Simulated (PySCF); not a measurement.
## Bond curve of InTe

Set-up: basis In def2-SVP with ECP28, Te def2-SVP with ECP28; scalar-relativistic core potentials; PySCF 2.14. Energies in eV from In + Te in their ground configurations at the same level. State: ²Π (doublet), unpaired electrons π ↑.

```
R (Å)    PBE0     UHF  UHF-CCSD
2.465  -1.910  -0.689          
2.579  -2.325  -1.149    -1.852
2.694  -2.546  -1.406    -2.096
2.780  -2.623  -1.504    -2.184
2.866  -2.642  -1.542    -2.211
2.952  -2.619  -1.535    -2.193
3.067  -2.539  -1.474    -2.117
3.210  -2.389  -1.342    -1.967
3.382  -2.166  -1.137    -1.742
3.611  -1.841  -0.835
```

Question: Put a parabola through the three lowest points of the PBE0 curve and estimate Re, k and ωe (reduced mass 60.97 u; 1 eV/Å² = 0.16022 mdyn/Å; ωe = 1302.8·√(k/μ) cm⁻¹).

Answer: Through R = 2.78, 2.866, 2.952 Å the second-order coefficient is 2.84 eV/Å², so Re ≈ 2.862 Å, k ≈ 0.910 mdyn/Å and ωe ≈ 159 cm⁻¹. A polynomial fit of higher order to the unrounded PBE0 energies gives Re = 2.858 Å, k = 0.945 mdyn/Å, ωe = 162 cm⁻¹; anharmonicity and rounding make the difference.

The higher-order fit for each curve: PBE0: Re = 2.858 Å, ωe = 162 cm⁻¹, De = 2.64 eV; UHF: Re = 2.892 Å, ωe = 158 cm⁻¹, De = 1.54 eV; UHF-CCSD: Re = 2.870 Å, ωe = 164 cm⁻¹, De = 2.21 eV.

Correlated steps freeze 8 core orbitals. Correlated levels converge slowly with the basis: in double zeta they bind strong bonds too weakly, by up to about 1 eV, and carry superposition errors of some tenths. These are scalar-relativistic numbers at best; spin–orbit coupling would shift them, the dissociation energy most. The state was picked by a PBE0 search and need not be the measured ground state.
